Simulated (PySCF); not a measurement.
Input of a response calculation (the driver script's job line, then coordinates in Å):

```
{"job": {"kind": "uv", "xc": "PBE0", "basis": "def2-SVPD", "nstates": 6, "ntriplets": 2}, "charge": 0, "multiplicity": 1}
Cl     0.613412    -3.083074    -1.333471
Si     0.390924    -1.632793     0.051296
C     -1.129048    -0.551304    -0.391494
C     -0.991816     0.849145     0.201554
Si     0.751602     1.564296    -0.149272
P      2.127824    -0.205253     0.008542
H      0.220004    -2.281910     1.354413
H     -1.198535    -0.475007    -1.479350
H     -2.055517    -1.018312    -0.054091
H     -1.148620     0.797598     1.281427
H     -1.768621     1.503860    -0.194623
H      1.099453     2.606327     0.817687
H      0.839104     2.078808    -1.518660
H      2.249156    -0.152853     1.383879
```

Its output, with some lines taken out ([cut]):

```
coarse grid: 13632 points
cycle   1  E = -1460.3493804467  dE =  4.410e-01  |g| = 3.693e-01  |ddm| = 4.711e+00
cycle   2  E = -1460.3373712205  dE =  1.201e-02  |g| = 4.250e-01  |ddm| = 1.192e+00
cycle   3  E = -1460.3872051663  dE = -4.983e-02  |g| = 4.445e-02  |ddm| = 6.160e-01
cycle   4  E = -1460.3876896277  dE = -4.845e-04  |g| = 2.055e-02  |ddm| = 1.089e-01
cycle   5  E = -1460.3878220060  dE = -1.324e-04  |g| = 4.235e-03  |ddm| = 4.486e-02
cycle   6  E = -1460.3878276199  dE = -5.614e-06  |g| = 1.147e-03  |ddm| = 9.939e-03
final grid: 112920 points
cycle   7  E = -1460.5520398406  dE = -1.999e-05  |g| = 5.902e-03  |ddm| = 7.960e-02
cycle   8  E = -1460.5520321574  dE =  7.683e-06  |g| = 7.815e-03  |ddm| = 1.967e-02
cycle   9  E = -1460.5520495340  dE = -1.738e-05  |g| = 4.897e-04  |ddm| = 1.128e-02
cycle  10  E = -1460.5520496097  dE = -7.570e-08  |g| = 1.266e-04  |ddm| = 1.127e-03
cycle  11  E = -1460.5520496144  dE = -4.630e-09  |g| = 3.877e-05  |ddm| = 2.992e-04
cycle  12  E = -1460.5520496148  dE = -4.839e-10  |g| = 9.214e-06  |ddm| = 9.498e-05
converged SCF energy = -1460.5520496148

[cut]

Singlet excitations
state   eV       nm        f      main configurations
[cut]
  2   6.1802    200.6   0.00576   H->L+1 0.88
[cut]
[cut]
  5   6.7276    184.3   0.01592   H-2->L 0.55, H->L+3 0.27, H-1->L 0.12
[cut]

Triplet excitations (Tamm-Dancoff, eV): 5.0604 5.5836
```

Method: TDDFT PBE0/def2-SVPD, vertical, gas phase, core orbitals frozen in the response (PySCF 2.14.0, density-fitted response routines). Geometry: GFN2-xTB, one conformer, isolated molecule.

Problem. Restore the lines that were cut, in order.

Solution. 
```
Static polarisability (au): isotropic 113.116, principal 93.721 112.946 132.681
  1   5.5101    225.0   0.00319   H->L 0.97
  3   6.4874    191.1   0.00949   H-1->L 0.47, H->L+2 0.34, H->L+3 0.11
  4   6.6763    185.7   0.05977   H->L+2 0.54, H-1->L 0.18, H->L+3 0.14
  6   6.8457    181.1   0.02685   H-1->L+1 0.49, H->L+3 0.23, H-2->L 0.19
```

Problem. What is the total energy of state 4 at this geometry?

Solution. -1460.55205 + 0.24535 = -1460.30670 hartree.

Problem. Which orbital energies lie behind H and L?

Solution. HOMO -7.36 eV and LUMO -0.51 eV, a gap of 6.85 eV; state 1 differs from that by -1.34 eV.

Problem. What transition dipole goes with state 4?

Solution. |μ|² = 3f / (2ΔE) = 3 × 0.0598 / (2 × 0.2453) ≈ 0.365 au, so |μ| = 1.54 D.

Problem. Which species is it?

Solution. `Cl[Si@@H]1CC[SiH2]P1` (C2H8ClPSi2), point group C1.

The SCF starts on a coarse grid; the energy jumps when the final grid takes over, and dE counts afresh there. H and L stand for HOMO and LUMO.

Hardware: one thread, Arm Neoverse V2 (aarch64), no GPU (shared host). Cost: 36 s of wall time (grids of density and orbitals included), 0.85 GiB resident at most.
